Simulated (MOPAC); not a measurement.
MOPAC input (AM1):

```
AM1 1SCF GEO-OK AUX(PRECISION=9) THREADS=1
H7N3OSi

N    -0.84752100 1    1.38383100 1   -0.56316800 1
Si   -0.00111600 1    0.00444000 1   -0.01389700 1
N    -1.19672300 1   -1.18325300 1    0.27320200 1
N     0.91959400 1   -0.01285600 1    1.44334100 1
O     1.10504600 1   -0.19367900 1   -1.22963900 1
H    -1.61422600 1    1.77852300 1   -0.04583400 1
H    -0.39944400 1    2.05702400 1   -1.16188100 1
H    -0.97872700 1   -2.04037000 1    0.75405500 1
H    -1.96722500 1   -1.29212500 1   -0.36554600 1
H     1.76720800 1    0.52983400 1    1.50298400 1
H     0.44190800 1   -0.02498300 1    2.33113200 1
H     1.79831500 1   -0.83468600 1   -1.05686400 1
```

From the output:

```
                                                       MOPAC v23.2.5 Linux

          FINAL HEAT OF FORMATION =       -140.55527 KCAL/MOL =    -588.08324 KJ/MOL

          COSMO AREA              =        119.60 SQUARE ANGSTROMS
          COSMO VOLUME            =        107.38 CUBIC ANGSTROMS

          IONIZATION POTENTIAL    =          9.620369 EV
          HOMO LUMO ENERGIES (EV) =         -9.620  2.404
          NO. OF FILLED LEVELS    =         16
          MOLECULAR WEIGHT        =         93.1603         POINT GROUP:  C1

          MOLECULAR DIMENSIONS (Angstroms)

            Atom       Atom       Distance
            H     8    H     7     4.56016
            H     9    H    10     4.35862
            H     6    H    12     3.72148

          SCF CALCULATIONS        =          1

   ATOM   CHEMICAL          X               Y               Z
  NUMBER   SYMBOL      (ANGSTROMS)     (ANGSTROMS)     (ANGSTROMS)

     1       N         -0.84752100  *   1.38383100  *  -0.56316800  *
     2      Si         -0.00111600  *   0.00444000  *  -0.01389700  *
     3       N         -1.19672300  *  -1.18325300  *   0.27320200  *
     4       N          0.91959400  *  -0.01285600  *   1.44334100  *
     5       O          1.10504600  *  -0.19367900  *  -1.22963900  *
     6       H         -1.61422600  *   1.77852300  *  -0.04583400  *
     7       H         -0.39944400  *   2.05702400  *  -1.16188100  *
     8       H         -0.97872700  *  -2.04037000  *   0.75405500  *
     9       H         -1.96722500  *  -1.29212500  *  -0.36554600  *
    10       H          1.76720800  *   0.52983400  *   1.50298400  *
    11       H          0.44190800  *  -0.02498300  *   2.33113200  *
    12       H          1.79831500  *  -0.83468600  *  -1.05686400  *

                             CARTESIAN COORDINATES

   1    N       -0.847521000     1.383831000    -0.563168000
   2   Si       -0.001116000     0.004440000    -0.013897000
   3    N       -1.196723000    -1.183253000     0.273202000
   4    N        0.919594000    -0.012856000     1.443341000
   5    O        1.105046000    -0.193679000    -1.229639000
   6    H       -1.614226000     1.778523000    -0.045834000
   7    H       -0.399444000     2.057024000    -1.161881000
   8    H       -0.978727000    -2.040370000     0.754055000
   9    H       -1.967225000    -1.292125000    -0.365546000
  10    H        1.767208000     0.529834000     1.502984000
  11    H        0.441908000    -0.024983000     2.331132000
  12    H        1.798315000    -0.834686000    -1.056864000

           Empirical Formula: H7 N3 O Si  =    12 atoms

      MOLECULAR POINT GROUP   :   C1

                  EIGENVALUES
 -35.63595 -32.01811 -31.75084 -31.27281 -18.10309 -16.75795 -16.38560 -15.87481
 -15.40759 -14.15625 -14.05195 -12.89874 -11.95551 -10.56220  -9.78409  -9.62037
   2.40446   2.59830   2.75750   2.82663   5.54147   5.60262   5.75478   6.19995
   6.40786   6.67999   6.83610

              NET ATOMIC CHARGES AND DIPOLE CONTRIBUTIONS

  ATOM NO.   TYPE          CHARGE      No. of ELECS.   s-Pop       p-Pop
    1          N          -0.761876        5.7619     1.53593     4.22595
    2         Si           1.663000        2.3370     0.70057     1.63643
    3          N          -0.761550        5.7616     1.54228     4.21927
    4          N          -0.770992        5.7710     1.56477     4.20622
    5          O          -0.672429        6.6724     1.84362     4.82881
    6          H           0.179869        0.8201     0.82013
    7          H           0.186571        0.8134     0.81343
    8          H           0.178856        0.8211     0.82114
    9          H           0.182129        0.8179     0.81787
   10          H           0.168092        0.8319     0.83191
   11          H           0.173519        0.8265     0.82648
   12          H           0.234812        0.7652     0.76519
 DIPOLE           X         Y         Z       TOTAL
 POINT-CHG.     0.004    -0.065     0.789     0.791
 HYBRID         0.073     0.219     0.667     0.706
 SUM            0.077     0.154     1.456     1.466

          ATOMIC ORBITAL ELECTRON POPULATIONS

     Atom    s        px        py        pz
    1  N   1.53593   1.37295   1.34329   1.50971
    2 Si   0.70057   0.53139   0.58449   0.52055
    3  N   1.54228   1.37579   1.31485   1.52863
    4  N   1.56477   1.25829   1.73228   1.21565
    5  O   1.84362   1.49303   1.63820   1.69758
    6  H   0.82013
    7  H   0.81343
    8  H   0.82114
    9  H   0.81787
   10  H   0.83191
   11  H   0.82648
   12  H   0.76519

 **********************
 *                    *
 * JOB ENDED NORMALLY *
 *                    *
 **********************

 == MOPAC DONE ==
```

The geometry given is a B3LYP-D3(BJ)/def2-TZVP minimum.
